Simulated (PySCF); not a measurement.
An unknown shows these calculated signals:

1H NMR (600 MHz, computed): δ 4.65 (dd, J = 21.6, 1.2 Hz, 1H), 4.18 (q, J = 7.8 Hz, 2H), 1.27 (t, J = 7.8 Hz, 3H).

13C{1H} NMR (computed): δ 172.0 (C, dd, J = 389.8, 378.2 Hz), 166.5 (C, dd, J = 15.3, 8.9 Hz), 81.2 (CH, dd, J = 28.9, 13.6 Hz), 60.6 (CH2), 15.8 (CH3).

[PySCF 2.14: J: B3LYP/pcJ-1 (spin–dipole term only in couplings to heteroatoms); coordinates at the PBE0-D3(BJ)/def2-SVP level; σ from GIAO-PBE0/pcSseg-1; gas phase; rapidly exchanging positions averaged; single conformer; relativity neglected]

Referencing at the same level of theory: TMS for 1H (σref 31.27) and 13C (σref 184.41).

Which of these does the molecule contain: a ketone, a non-aromatic C=C double bond, an N-methyl group, an amide, an ester, a CH3CH2 unit?

## Answers


- A ketone: no.
- A non-aromatic C=C double bond: yes.
- An N-methyl group: no.
- An amide: no.
- An ester: yes (δC 166.5).
- A CH3CH2 unit: yes (δC 15.8, 60.6; δH 1.27 (t), 4.18 (q)).

The data belong to F2C=CHCOOEt (F cis to ester), C₅H₆F₂O₂; they needn't prove each group on their own.

Carbon signals by region: 2 in the far downfield region (above 160 ppm), 2 at 50–100 ppm, 1 below 50 ppm. Above 160 ppm: 172.0, β carbon of a C=C–C=O unit, 166.5, ester carbonyl carbon.

C–F couplings over four or more bonds (about 3 Hz to the para carbon of a fluoroarene) are left out. Common functionals overestimate the size of one-bond C–F couplings by tens of Hz; these are unscaled. Multiplet labels drop couplings under 1 Hz and merge nearly equal ones. Unscaled 3J(H,H) at this level run about 10 % above measured values. Shifts are as computed. Against solution values, carbons near 30 ppm lie about +2 ppm off and those near 130 ppm about +5 ppm. Of 1211 compounds with measured shifts, 218 miss one by over three times the rms of a fit or turn the order of signals round; such compounds aren't used in these exercises.
